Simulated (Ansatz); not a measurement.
`[CH3][SnH3]` + `C[NH][AlH][Cl]` → `C[NH][Al]([CH3])[Cl]` + `[SnH4]` at 700 K and 1 bar (formal exchange of groups at a C–Sn bond).

Calculated with Ansatz (gas phase, PBE0-D4/def2-TZVP geometries, no zero-point term in ΔE). CCSD(T)/CBS adds triple-zeta CCSD(T) − MP2 to the extrapolated MP2 energy (def2 sets, frozen cores). def2 core potentials past Kr. For Sn outer-core shells are correlated without core-valence functions, which leaves a few kJ/mol of doubt a bond. One conformer a species, not always the lowest.

```
               species  CCSD(T)/CBS energy (Eh)  H − E (kJ/mol)  S (J/(mol·K))
         `[CH3][SnH3]`               -255.66383           202.9          368.5
      `C[NH][AlH][Cl]`               -797.65353           231.9          426.2
`C[NH][Al]([CH3])[Cl]`               -836.93186           327.8          506.8
              `[SnH4]`               -216.39156           106.0          282.9
```

H − E and S are ideal-gas, rigid-rotor, harmonic terms from PBE0-D4/def2-TZVP, for one conformer and one mirror image of each species. 1 Eh = 2625.50 kJ/mol, R = 8.31446 J/(mol·K).

Task: By hand: ΔE, ΔH, ΔS and ΔG.

Result: ΔE = (-836.93186) + (-216.39156) − (-255.66383) − (-797.65353) = -0.00606 Eh = -15.9 kJ/mol. Δ(H − E) = 327.8 + 106.0 − 202.9 − 231.9 = -1.0, so ΔH = -16.9 kJ/mol. ΔS = 506.8 + 282.9 − 368.5 − 426.2 = -5.0 J/(mol·K). ΔG = -16.9 − 700 × (-5.0)/1000 = -13.4 kJ/mol.

Task: By hand: the equilibrium constant, and the temperature at which ΔG would vanish if ΔH and ΔS stayed fixed.

Result: log₁₀ K = −ΔG/(RT ln 10) = 1.0. ΔG = 0 at ΔH/ΔS = 3380 K, far beyond where these terms or the molecules hold.

The number of gas molecules stays the same, so ΔS is small and ΔH decides. A doubt of 5 kJ/mol in ΔE shifts log₁₀ K by 0.4 here. Other conformers and mirror images would add mixing entropy, several J/(mol·K) or more a flexible species. Modes under 60 cm⁻¹, often nearly free rotors, make the harmonic entropy too high. These are equilibria of isolated gas molecules and say nothing of rates. Largest T1 diagnostic: 0.013 (customary marks: 0.02 for closed shells, 0.045 for open ones).
